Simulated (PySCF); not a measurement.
BrH, SMILES Br, point group C∞v.

Level: PBE0/pcSseg-2 in PySCF (density fitting, grid level 2); geometry and Hessian at that level, cubic constants and property derivatives from steps of ±0.6 along each species' dimensionless normal coordinates, second-order vibrational perturbation theory. The parent has the commonest isotopes.

Equilibrium geometry (Å):

```json
{"atom": "Br1", "x": "0.7155", "y": "-0.0108", "z": "-0.0123"}
{"atom": "H2", "x": "-0.7045", "y": "0.0159", "z": "-0.0443"}
```

An isotope shift is δ(isotopologue) − δ(parent), that is, the negative of the change in the averaged GIAO shielding; n counts bonds from the nearest label (0: the labelled atom itself). These are computed values; those of heavy atoms are rounded to 5 ppb, about the numerical noise.

Question: What isotope shifts arise with ²H at 2?

Answer: 
```
nucleus  n  0 K (ppb)  100 K (ppb)
     H2  0        -67          -67
```

Question: What isotope shifts arise with ⁸¹Br at 1, ²H at 2?

Answer: 
```tsv
nucleus	n	0 K (ppb)	100 K (ppb)
H2	0	-67	-67
```

Spin–orbit effects of the heavy atoms on shieldings are missing.
